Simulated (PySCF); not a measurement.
SbCl2, SMILES [Cl][Sb][Cl], multiplicity 2.

The structure is a stationary point at B3LYP-D3(BJ)/def2-TZVP. The spin state was assumed, not searched. The isomer is the one that the SMILES or the coordinates give; other isomers of the formula were not compared. The def2 effective core potentials stand for the cores of Sb; spin–orbit coupling is left out.

Method: B3LYP-D3(BJ)/def2-TZVP (PySCF).

Frequencies are harmonic and unscaled.

Computed vibrational spectrum:
```json
[
 {"mode": "1", "ν (cm⁻¹)": "122", "IR (km/mol)": "1.7", "moving atoms (share of kinetic energy)": "Cl 84 %, Sb 16 %"},
 {"mode": "2", "ν (cm⁻¹)": "346", "IR (km/mol)": "77.0", "moving atoms (share of kinetic energy)": "Cl 75 %, Sb 25 %"},
 {"mode": "3", "ν (cm⁻¹)": "363", "IR (km/mol)": "29.7", "moving atoms (share of kinetic energy)": "Cl 79 %, Sb 21 %"}
]
```
